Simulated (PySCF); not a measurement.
## [IrO2]-, triplet: data card

Method: PySCF, UPBE0, basis Ir dyall-v2z, O def2-TZVP (no relativity, density fitting).

The structure is a minimum.

```xyz
3
charge -1 multiplicity 3, angstrom
Ir    0.0712    0.0000    0.0000
O    -0.4293    1.7237    0.0000
O    -0.4293   -1.7237    0.0000
```

| Quantity | Value |
| --- | --- |
| Point group | C2v |
| Bond lengths | Ir–O 1.795 Å (×2) |
| Bond angles | O–Ir–O 147.6° |
| Dipole moment about the centre of mass | 1.53 D |
| Entropy at 298.15 K and 1 bar (electronic part: spin only) | 286.1 J/(mol K) |
| Rotational constants | 2.453, 0.1774, 0.1654 cm⁻¹ |
| Rotational symmetry number | 2 |
| Heat capacity Cp at 298.15 K | 46.3 J/(mol K) |
| Spin squared ⟨S²⟩ | 2.008 |
| Enthalpy at 298.15 K above 0 K | 11.88 kJ/mol |
| Highest occupied level (α) | -0.22 eV |
| Zero-point energy | 10.8 kJ/mol |
| Principal polarisabilities | 50.6, 50.9, 73.8 bohr³ |
| Lowest empty level (β) | 2.22 eV |
| Principal quadrupole moments (Buckingham, traceless) about the centre of mass | -15.45, 6.98, 8.48 D Å |

Harmonic modes (masses in u: Ir 192.963, O 15.995):
| symmetry | ω (cm⁻¹) | IR (km/mol) |
| --- | --- | --- |
| a1 | 175 | 14.4 |
| b2 | 798 | 372 |
| a1 | 838 | 38.9 |

In C2v the vibrations span 2a1 + b2. Here b1 is antisymmetric to the molecular plane and b2 lies in it.

Charges (e):
| atom | Mulliken | Löwdin | polar tensor | spin (Mulliken) | Mayer order to Ir1 |
| --- | --- | --- | --- | --- | --- |
| Ir1 | 0.33 | -0.23 | 0.73 | 1.34 | – |
| O2,3 | -0.67 | -0.38 | -0.86 | 0.33 | 1.68 |
Other Mayer orders above 0.3: O–O 0.31.

Mulliken populations on Ir1: s 10.59, p 24.42, d 27.55, f 14.11.

Formally Ir is in oxidation state +3, d6, with 2 unpaired electrons (the high-spin count would be 4). The Mulliken spin on Ir is 1.34. The polar-tensor charge on Ir, 0.73, is far below the formal one.

Relativity is left out on purpose here, so the numbers are not realistic for elements this heavy. Other isomers or separated fragments may lie lower. With open d or f shells other occupations or spin states may lie lower. The lowest empty level of this anion is unbound, so it and the gap depend on the basis. The basis has no diffuse functions, which an anion would want. Spin–orbit coupling, left out here, can matter for elements this heavy.

The final relaxation and frequency run took 11 min on 4 threads of a shared Arm Neoverse N1 host, with 266 basis functions and 8 gradients; the process peaked at 3.4 GiB. Launch command: `OMP_NUM_THREADS=4 python axn.py task.json out`.
